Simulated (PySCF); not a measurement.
TPSSh on F- (fluorine, charge -1), [Ne], closed-shell 1S. Calculation: PySCF 2.14, in aug-cc-pVQZ with one added diffuse shell each of s, p, d, f, g type (7s6p5d4f3g, 105 functions); no relativity, point nucleus.

```
cycle= 1 E= -99.8837521826456  delta_E= -0.00186  |g|= 0.125  |ddm|= 0.284
cycle= 2 E= -99.8582643930955  delta_E= 0.0255  |g|= 0.321  |ddm|= 0.366
cycle= 3 E= -99.8897897494282  delta_E= -0.0315  |g|= 0.0408  |ddm|= 0.232
cycle= 4 E= -99.8904412275075  delta_E= -0.000651  |g|= 0.000193  |ddm|= 0.0351
cycle= 5 E= -99.8904412398701  delta_E= -1.24e-08  |g|= 9.47e-05  |ddm|= 0.000509
cycle= 6 E= -99.8904412432455  delta_E= -3.38e-09  |g|= 5.23e-06  |ddm|= 8.37e-05
cycle= 7 E= -99.8904412432577  delta_E= -1.22e-11  |g|= 1.58e-07  |ddm|= 9.18e-06
converged SCF energy = -99.8904412432577  <S^2> = 7.9936058e-15  2S+1 = 1
```

Highest occupied orbital energy: 0.749 eV; ⟨L²⟩ = 0.00; populations by l: s 4.00, p 6.00, d 0.00, f 0.00.

(1) Can this result be used?

Results:

(1) With care. The calculation finished and met its thresholds. At TPSSh the highest occupied level has a positive energy, so only the finite basis holds that electron; in a semilocal or global hybrid functional this comes from self-interaction and does not mean that the real anion is unbound.
